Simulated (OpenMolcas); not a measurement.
Computed levels of N

```json
{"Program": "OpenMolcas 26.06", "Method": "SS-RASPT2, IPEA 0.25 Eh, imaginary shift 0.1 Eh (closed shells correlated: 1s)", "Basis": "ANO-RCC-VTZP [4s3p2d1f]", "Scalar Hamiltonian": "DKH2, point nucleus", "Active space": "5 electrons in 9 orbitals (RAS2 2s 2p; RAS3 3d, at most 2 electrons)", "State averaging": "2S+1 = 4 odd, 1 root; 2S+1 = 2 odd, 8 roots; 2S+1 = 4 even, 3 roots; 2S+1 = 2 even, 5 roots (0 in the spin-orbit step)", "Spin-orbit coupling": "state interaction with AMFI integrals over the reference wave functions, term energies averaged over their components"}
```

With spin-orbit coupling, above the lowest level:

```
Configuration  Term    J  E (cm-1)  Measured (cm-1)      g  Term weight %
      2s2 2p3   4S*  3/2       0.0              0.0  2.002            100
      2s2 2p3   2D*  3/2     19880            19233  0.800            100
      2s2 2p3   2D*  5/2     19880            19224  1.200            100
      2s2 2p3   2P*  3/2     29820            28839  1.334            100
      2s2 2p3   2P*  1/2     29820            28839  0.666            100
       2s 2p4    4P  5/2     88340            88107  1.601            100
       2s 2p4    4P  3/2     88400            88151  1.735            100
       2s 2p4    4P  1/2     88440            88171  2.671            100
```

Against the 7 measured excited levels shown (NIST Handbook of Basic Atomic Spectroscopic Data) the mean absolute deviation is 570 cm-1; the largest miss in energy is 2s2 2p3 2P* 1/2: computed 29820, measured 28839 cm-1 (+3.4 %).

CASPT2 breaks the degeneracy within a term, and the mean is taken; among the terms shown or strongly mixed into the levels shown the widest spread is 11 cm-1 (2s2 2p3 2D*). Active for correlation alone: 3d; no level in the range computed is led by a configuration that fills it, so any true level of that kind is missing. Measured partners are found by configuration, term and J. A level has none where our copy of the source lacks it or the pairing is in doubt (some pairs that miss far off the trend of their configuration count as doubtful), and it then counts in no deviation. Only configurations of the active space appear. The first state left out of the spin-orbit step lies near 130000 cm-1 above the lowest spin-free state of the reference (among the parities and spins computed), and the list stops at four fifths of that energy or lower.

The term weight is that of the spin-free term in the level, not the purity of its configuration. * marks odd parity.
